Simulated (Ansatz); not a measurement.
Isolated molecules relaxed with PBE0-D4/def2-TZVP in Ansatz; ΔE leaves out vibrations. CCSD(T)/CBS adds triple-zeta CCSD(T) − MP2 to the extrapolated MP2 energy (def2 sets, frozen cores). This one scheme is used for every species. DFT in def2-TZVPP. Triplets are unrestricted, without spin–orbit coupling. One conformer a species, not always the lowest.

Reaction (formal loss of a carbene): `FC(F)CC(F)F` → `FC(F)C(F)F` + `[CH2]` (triplet)

Question: Is it downhill or uphill in electronic energy at CCSD(T)/CBS, and by how much? (Estimate.)

Answer: The calculation gave: Uphill: ΔE = +112.3 kcal/mol.

Question: What do these levels give: PBE-D4, revPBE-D4, r2SCANh-D4, PBE-QIDH, HF/def2-SVP, CCSD/def2-TZVPP? (An estimate is asked.)

Answer: Ansatz gave: PBE-D4 113.0, revPBE-D4 109.4, r2SCANh-D4 106.3, PBE-QIDH 111.2, HF/def2-SVP 79.3, CCSD/def2-TZVPP 106.8 kcal/mol.

Largest T1 diagnostic among the species: 0.012.

At CCSD(T), def2-SVP lies −3.8 kcal/mol from the extrapolated value and def2-TZVPP −2.8 kcal/mol. From r2SCAN to r2SCAN0 (25 % exact exchange), in def2-TZVPP and without D4, ΔE moves by −0.8 kcal/mol.
